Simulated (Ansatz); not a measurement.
A nudged elastic band was laid between two geometries of AlClH6OSi (10 atoms, charge 0, multiplicity 1).

These are results of RKS PBE0-D4/def2-SVP (Ansatz), not measurements.

```json
{
 "movable images": "5",
 "climbing image": "yes",
 "spring": "5.0 eV/Å²",
 "optimiser": "quadratic models (default)",
 "start path": "straight line",
 "force threshold": "0.05 eV/Å",
 "iteration limit": "60",
 "end points": "relaxed"
}
```

Image 0:

```xyz
10
Properties=species:S:1:pos:R:3
Si 0.246 0.077 0.380
H 0.854 0.833 1.513
H 1.138 0.106 -0.799
H -1.131 0.553 0.124
Cl -0.985 -2.024 -1.651
O 0.207 -1.538 1.032
Al -0.344 -3.168 0.077
H 1.017 -3.966 -0.114
H -1.514 -3.729 0.997
H 0.482 -1.623 1.955
```

Image 6:

```xyz
10
Properties=species:S:1:pos:R:3
Si -0.087 -0.621 -0.194
H 1.040 0.908 2.329
H 1.115 0.057 -0.737
H -1.143 0.340 0.206
Cl -0.918 -1.772 -1.814
O 0.193 -1.843 0.839
Al -0.315 -3.422 0.209
H 0.819 -4.339 -0.403
H -1.733 -3.938 0.685
H 0.998 0.150 2.395
```

(1) Which bonds break or form, and what moves?

(2) Give the energies along the band, and the barrier.

(3) What is the geometry of the highest image?

The band took 12 iterations and about 8 core-minutes.

Results:

(1) Bonds broken: Si1–H2, O6–H10. Bonds formed: Si1–Cl5, H2–H10. AlClH6OSi becomes AlClH4OSi + H2.

(2) It converged. The highest image is number 3 of 0 to 6, 1.57 eV above the first end and 1.14 eV above the last; the last end lies 0.43 eV above the first. Another band between the same ends (5 images) ends at a top of the same energy, where a vibrational analysis finds 1 clearly imaginary mode. The orbitals stay closed-shell, which can raise the energy where a bond breaks towards radicals; this wasn't checked here.

```csv
image,path coordinate (Å),energy (eV),Si1–H2 (Å),O6–H10 (Å),Si1–Cl5 (Å)
0,0.00,0.00,1.49,0.97,3.17
1,0.47,0.14,1.50,0.97,2.84
2,0.94,0.76,1.55,0.99,2.58
3,1.41,1.57,1.73,1.25,2.36
4,2.00,0.78,2.17,1.79,2.20
5,2.60,0.48,2.66,2.24,2.16
6,3.20,0.43,3.16,2.65,2.15
```

(3) 
```xyz
10
Properties=species:S:1:pos:R:3
Si 0.074 -0.264 0.159
H 0.763 0.293 1.648
H 1.184 0.223 -0.687
H -1.148 0.561 0.263
Cl -0.807 -1.708 -1.490
O 0.247 -1.687 1.077
Al -0.295 -3.233 0.218
H 0.932 -4.118 -0.250
H -1.648 -3.807 0.808
H 0.667 -0.740 1.768
```

Time of the run: 4.2 min on 2 threads of Intel(R) Xeon(R) Platinum 8259CL CPU @ 2.50GHz (Skylake/Cascade Lake), with other jobs on the host, peak memory 0.25 GiB.
